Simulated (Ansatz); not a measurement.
Species: sum formula SiNH₄, charge -1, multiplicity 1. It need not be the lowest isomer of its formula. Whether it binds its extra electron was not tested at this geometry. 
Structure (B3LYP-D3(BJ)/def2-TZVP (Ansatz, a quantum-chemistry and plane-wave program) minimum search):
SMILES: [SiH2-]N
```xyz
6

Si    -0.6562     0.1694     0.0811
N      1.1397    -0.0648    -0.2695
H     -1.1817    -0.9758    -0.8145
H     -0.8400    -0.6830     1.3780
H      1.6889     0.6811     0.1400
H      1.5414    -0.9412     0.0480
```
Charge -1, spin multiplicity 1.

Basis-set convergence of Hartree-Fock and CCSD correlation energies (hartree) with Ansatz. Cores are frozen in the correlated levels unless marked. Spin-orbit coupling is left out. No relativistic terms.

```json
[
 {"basis": "aug-cc-pV(D+d)Z", "functions": "91", "E(HF)": "-345.69837", "E(corr, CCSD)": "-0.34542"},
 {"basis": "aug-cc-pV(T+d)Z", "functions": "193", "E(HF)": "-345.72470", "E(corr, CCSD)": "-0.40070"},
 {"basis": "aug-cc-pV(Q+d)Z", "functions": "353", "E(HF)": "-345.73109", "E(corr, CCSD)": "-0.41689"}
]
```

Extrapolating the two largest sets (X = 3 and 4) as X^-3: E(corr) = (64·(-0.41689) - 27·(-0.40070))/37 = -0.4287 Eh, an estimate of the basis-set limit. The largest set recovers 97.2 % of it, the smallest 80.6 %.
